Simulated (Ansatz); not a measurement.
`NC([TeH])[SiH2]F` + `N=C(N)S` → `N=C(S)N[SiH2]F` + `NC[TeH]`  (ligand exchange at the Si–C bond)

Isolated molecules relaxed with PBE0-D4/def2-TZVP in Ansatz; ΔE leaves out vibrations. CBS: MP2 limit from def2 TZ/QZ plus the TZ coupled-cluster correction, frozen cores. Functionals use def2-TZVPP. B3LYP here is the variant with VWN-RPA as its local correlation; programs differ in this. def2 core potentials past Kr. For Te outer-core shells are correlated without core-valence functions, which leaves a few kJ/mol of doubt a bond. One conformer a species, not always the lowest.

`NC([TeH])[SiH2]F`:

Z-matrix (Å, degrees):
```
Si
F 1 1.604
C 1 1.868 2 111.0
Te 1 3.168 2 155.4 3 1.0
H 1 1.478 2 107.7 3 -119.5
H 1 1.483 2 106.6 3 119.1
N 3 1.412 1 117.1 2 51.4
H 3 1.093 1 109.9 2 -76.0
H 4 1.658 1 79.7 2 106.7
H 7 1.010 3 113.7 1 50.4
H 7 1.011 3 113.8 1 176.2
```

`N=C(N)S`:

Cartesian coordinates in Å:
```
N 0.823 0.747 -1.139
C 0.125 0.106 -0.300
N 0.358 0.191 1.048
S -1.229 -0.965 -0.758
H 0.449 0.682 -2.079
H 1.205 0.695 1.270
H 0.211 -0.645 1.588
H -1.943 -0.811 0.369
```

`N=C(S)N[SiH2]F`:

Cartesian coordinates in Å:
```
N -1.400 0.138 0.516
C -0.465 0.770 -0.057
S -0.410 2.490 -0.529
N 0.707 0.116 -0.350
Si 0.973 -1.509 0.189
F 0.094 -2.568 -0.613
H -2.189 0.713 0.779
H -1.730 2.697 -0.423
H 1.342 0.573 -0.983
H 0.688 -1.647 1.626
H 2.389 -1.773 -0.155
```

`NC[TeH]`:

Z-matrix (Å, degrees):
```
C
Te 1 2.168
N 1 1.439 2 107.9
H 1 1.095 2 106.1 3 -125.7
H 1 1.088 2 107.3 3 117.9
H 2 1.660 1 93.9 3 146.0
H 3 1.012 1 111.4 2 166.7
H 3 1.012 1 111.6 2 -71.4
```

```csv
level,ΔE (kcal/mol)
PBE-D4,-8.6
B3LYP-D4,-12.4
ωB97M-V,-13.2
B2PLYP,-13.5
HF/def2-TZVPP,-18.9
SCS-MP2/def2-TZVPP,-14.7
MP2/def2-QZVPP,-13.2
SCS-MP2/def2-QZVPP,-14.5
```

(1) What does CCSD(T)/CBS give? (Best estimate.)

Largest T1 diagnostic among the species: 0.014.

Answers

(1) Ansatz gave: -13.3 kcal/mol. The listed levels differ from it by 4.7, 0.9, 0.1, -0.2, -5.6, -1.4, 0.1, -1.2 kcal/mol.

From PBE to PBE0 (25 % exact exchange), in def2-TZVPP and without D4, ΔE moves by −2.1 kcal/mol. In def2-TZVPP, CCSD(T) changes the Hartree–Fock value by +5.0 kcal/mol (the triples alone add +1.1 kcal/mol) and MP2 by +5.4 kcal/mol.
